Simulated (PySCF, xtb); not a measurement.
PbBr, SMILES [Br][Pb+] (connectivity only; charge and spin as stated), charge +1, multiplicity 1.

GFN2-xTB (xtb 6.7.1) at its own geometry gives an orbital gap of 3.00 eV.

Coordinates come from a B3LYP-D3(BJ)/def2-TZVP optimisation. The spin state was assumed, not searched. The def2 effective core potentials stand for the cores of Pb; spin–orbit coupling is left out.

Q: What does PySCF with HF/def2-TZVPD give? (An estimate is asked for; the answer gives what the named calculation found.)

A: gap 10.49 eV (levels -16.43 and -5.94 eV).
